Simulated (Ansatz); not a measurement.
Gas-phase reaction R1 + R2 → P1 + P2, each structure at its B3LYP-D3(BJ)/def2-TZVP stationary point, reached from a drawn start (curvature not checked).
P1: Cl atom, charge 0, multiplicity 2.
P2: H2O (SMILES O), charge 0, multiplicity 1.
R1, OH (SMILES [OH]) (charge 0, multiplicity 2, Z-matrix in Å and degrees):
```
O
H 1 0.9767
```
R2, HCl (SMILES Cl) (charge 0, multiplicity 1, Z-matrix in Å and degrees):
```
Cl
H 1 1.2820
```

P less R. No zero-point or thermal terms; singlets are restricted closed shells; open shells are unrestricted; no spin–orbit coupling.

Frozen-core correlation throughout.

Programs: Ansatz (a quantum-chemistry and plane-wave program) with Gaussian orbitals. Each number belongs to the level named beside it.

Problem. One of these levels gives -0.443 eV for the reaction energy. Name it.
(A) B3LYP/def2-TZVPP
(B) HF/cc-pV(Q+d)Z
(C) CCSD(T)/cc-pV(D+d)Z
(D) B97M-V/def2-TZVPP

Solution. B, HF/cc-pV(Q+d)Z. The others give -0.596 (B97M-V/def2-TZVPP), -0.750 (B3LYP/def2-TZVPP), -0.661 (CCSD(T)/cc-pV(D+d)Z)
